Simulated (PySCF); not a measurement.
Basis and Hamiltonian dependence of the ionisation energy of F²⁺

F²⁺ [He] 2s2 2p3 (4S) → F³⁺ [He] 2s2 2p2 (3P). All values are computed (PySCF 2.14, energy differences of UHF-based or UKS calculations, no spin-orbit coupling). Values in eV.

```json
{"basis": "def2-SVP", "Hamiltonian": "non-relativistic", "functions": "14", "UHF": "62.389", "PBE": "n/a", "PBE0": "n/a", "MP2 (valence)": "62.664", "CCSD(T) (valence)": "62.401", "CCSD(T) (valence and next inner shell)": "n/a"}
{"basis": "jorge-DZP-DKH", "Hamiltonian": "spin-free X2C", "functions": "15", "UHF": "62.714", "PBE": "n/a", "PBE0": "n/a", "MP2 (valence)": "62.930", "CCSD(T) (valence)": "62.665", "CCSD(T) (valence and next inner shell)": "n/a"}
{"basis": "aug-cc-pVDZ-DK", "Hamiltonian": "spin-free X2C", "functions": "23", "UHF": "62.220", "PBE": "62.915", "PBE0": "62.964", "MP2 (valence)": "62.544", "CCSD(T) (valence)": "62.307", "CCSD(T) (valence and next inner shell)": "n/a"}
{"basis": "ANO-RCC-VTZP", "Hamiltonian": "spin-free X2C", "functions": "30", "UHF": "62.221", "PBE": "62.855", "PBE0": "62.926", "MP2 (valence)": "62.783", "CCSD(T) (valence)": "62.563", "CCSD(T) (valence and next inner shell)": "62.578"}
{"basis": "def2-TZVP", "Hamiltonian": "non-relativistic", "functions": "31", "UHF": "62.258", "PBE": "n/a", "PBE0": "62.934", "MP2 (valence)": "62.824", "CCSD(T) (valence)": "62.604", "CCSD(T) (valence and next inner shell)": "n/a"}
{"basis": "x2c-TZVPall", "Hamiltonian": "spin-free X2C", "functions": "31", "UHF": "62.248", "PBE": "n/a", "PBE0": "n/a", "MP2 (valence)": "62.816", "CCSD(T) (valence)": "62.598", "CCSD(T) (valence and next inner shell)": "n/a"}
{"basis": "x2c-TZVPPall with one added diffuse shell each of s, p, d type", "Hamiltonian": "spin-free X2C", "functions": "40", "UHF": "62.247", "PBE": "62.848", "PBE0": "62.926", "MP2 (valence)": "62.816", "CCSD(T) (valence)": "62.598", "CCSD(T) (valence and next inner shell)": "62.616"}
{"basis": "x2c-QZVPPall", "Hamiltonian": "spin-free X2C", "functions": "57", "UHF": "62.252", "PBE": "62.851", "PBE0": "62.929", "MP2 (valence)": "62.888", "CCSD(T) (valence)": "62.666", "CCSD(T) (valence and next inner shell)": "62.701"}
{"basis": "dyall-av3z", "Hamiltonian": "spin-free X2C", "functions": "71", "UHF": "62.250", "PBE": "62.852", "PBE0": "62.928", "MP2 (valence)": "62.843", "CCSD(T) (valence)": "62.623", "CCSD(T) (valence and next inner shell)": "n/a"}
{"basis": "x2c-QZVPPall with one added diffuse shell each of s, p, d, f type", "Hamiltonian": "spin-free X2C", "functions": "73", "UHF": "62.253", "PBE": "62.852", "PBE0": "62.930", "MP2 (valence)": "62.889", "CCSD(T) (valence)": "62.667", "CCSD(T) (valence and next inner shell)": "62.702"}
{"basis": "dyall-acv3z", "Hamiltonian": "non-relativistic", "functions": "76", "UHF": "62.258", "PBE": "62.859", "PBE0": "62.936", "MP2 (valence)": "62.850", "CCSD(T) (valence)": "62.629", "CCSD(T) (valence and next inner shell)": "62.668"}
{"basis": "aug-cc-pVQZ with one added diffuse shell each of s, p, d, f, g type", "Hamiltonian": "non-relativistic", "functions": "105", "UHF": "62.257", "PBE": "62.850", "PBE0": "62.929", "MP2 (valence)": "62.896", "CCSD(T) (valence)": "n/a", "CCSD(T) (valence and next inner shell)": "n/a"}
{"basis": "aug-cc-pwCVQZ", "Hamiltonian": "non-relativistic", "functions": "109", "UHF": "62.255", "PBE": "62.851", "PBE0": "62.930", "MP2 (valence)": "62.903", "CCSD(T) (valence)": "n/a", "CCSD(T) (valence and next inner shell)": "62.740"}
```

Estimate the row for cc-pVDZ-DK (spin-free X2C, 14 functions).

From the rows with the same Hamiltonian and similar size; the calculation gives UHF 62.22; PBE 62.93; MP2 (valence) 62.51; CCSD(T) (valence) 62.26 (eV).

Frozen in the all-electron rows: valence: 1s2; valence and next inner shell: nothing.

Between the lowest levels the reference is 62.708 eV (semi-empirical (NIST evaluation); NIST Atomic Spectra Database, ionization energies); it includes spin-orbit coupling, which these numbers lack.
